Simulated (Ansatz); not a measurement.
Reaction (ligand exchange at the Si–C bond): `ClC[SiH2]Cl` + `N[SiH](O)O` → `O[SiH](O)N[SiH2]Cl` + `CCl`

Computed with Ansatz on PBE0-D4/def2-TZVP structures; ΔE is electronic, products minus reactants. CCSD(T)/CBS is the MP2 limit (def2-TZVPP, def2-QZVPP) plus CCSD(T) − MP2 in def2-TZVPP, frozen cores. This one scheme is used for every species. DFT in def2-TZVPP. Each species was taken in one conformer, which may not be the lowest.

CCSD(T)/CBS gives -0.79 eV.

(1) Another level gave -0.80 eV. Which?
A. HF/def2-TZVPP
B. PBE-D4/def2-TZVPP
C. r2SCAN-D4/def2-TZVPP
D. PBE/def2-TZVPP

Largest T1 diagnostic among the species: 0.011.

Results:

(1) C. r2SCAN-D4 -0.80, PBE -0.69, HF/def2-TZVPP -0.86, PBE-D4 -0.73 eV.

In def2-TZVPP, CCSD(T) changes the Hartree–Fock value by +0.06 eV (the triples alone add +0.00 eV) and MP2 by +0.05 eV. The D4 term adds −0.07 eV with B3LYP and −0.04 eV with PBE0; it sums over pairs of atoms, weighted by their polarisabilities, and B3LYP, whose exchange is more repulsive, gets the larger term.

B3LYP here is the variant with VWN-RPA as its local correlation; programs differ in this.
